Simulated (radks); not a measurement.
The numbers below are computed, except where a source is named.
Removal energies from the potassium ion K10+, [He] 2s2 2p5, by Delta-SCF beside the eigenvalue of the level emptied. Code: a radial shooting solver on a logarithmic mesh with Libxc functionals. Model: scalar-relativistic Kohn-Sham, BLYP, spin-polarised, spherical densities, finite nucleus; Fermi nuclear charge, rms radius of each element as measured or else 0.836 A^(1/3) + 0.57 fm. Open shells are filled with parallel spins first.

| removed from | final configuration | Delta-SCF (eV) | -eigenvalue (eV) |
|---|---|---|---|
| 2p | [He] 2s2 2p4 | 566.48 | 535.40 |
| 2s | [He] 2s1 2p5 | 631.16 | 603.59 |
| 1s | 1s1 2s2 2p5 | 3917.1 | 3813.4 |
